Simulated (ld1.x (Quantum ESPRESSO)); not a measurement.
The numbers below are computed, except where a source is named.
Hardness and transferability of assorted potentials

Generated with ld1.x 7.5 (TM, RRKJ, ultrasoft, PAW), atompaw 4.2 or ONCVPSP 4.0.1. The cutoff is in Ry: for ld1.x and atompaw files where the sum of valence levels is converged to 10 mRy in a Bessel basis, for ONCV files where the hardest occupied wave has 1 mHa per electron of residual kinetic energy. The error is the largest all-electron minus pseudo excitation energy over each file’s own four to seven test configurations (ionisations up to +4, promotions, holes and added fractions of an electron), all of which were solved. The labels leave out finer settings (local radius, basis sizes, second energies), which also bear on the numbers. Spin-polarised tests are not counted. The rows are a selection from randomly drawn settings: files with unsolved tests, undetermined cutoffs or missed reference levels are left out.

A true bound ghost makes a file unfit for plane-wave use even where its test errors are small: the radial tests pick states by their node count and pass the ghost by.

| element | potential | cutoff (Ry) | largest error (meV) | bound ghosts |
| --- | --- | --- | --- | --- |
| He | TM, PBE, scalar-relativistic, rc 0.70 (s), local smoothed, core correction no, reference 1s1.5 | 110 | +4.1 | none |
| B | TM, PW91, scalar-relativistic, rc 1.55/1.85/1.60 (spd), local d, core correction yes, reference 2s2 2p1 | 25 | +62 | none |
| S | RRKJ, PBE, non-relativistic, rc 1.05/1.20 (sp), local s, core correction yes, reference 3s2 3p4 | 90 | +104 | none |
| Cl | TM, PBE, fully relativistic, rc 1.05/1.20/1.20 (spd), local p, core correction yes, reference 3s2 3p5 | 80 | +219 | none |
| Fe | TM, LDA (PZ), non-relativistic, rc 1.90/3.90/1.05 (spd), local smoothed, core correction no, reference 3d7 4s1 4p0 | 180 | -434 | none |
| Zn | TM, LDA (PZ), scalar-relativistic, rc 1.55/2.70/2.40 (spd), local smoothed, core correction no, reference 4s2 4p0 | 21 | +180 | d |
| Br | PAW, PBE, scalar-relativistic, rc 1.45/1.40 (sp), local smoothed, core correction yes, reference 4s2 4p3 | 21 | -106 | d |

**Question.** Fill in the row for Li: RRKJ, LDA (PZ), non-relativistic, rc 3.25/4.20/3.80 (spd), local d, core correction no, reference 2s0.5 2p0.

**Answer.** cutoff 6 Ry, largest error +7.3 meV, bound ghosts: none.
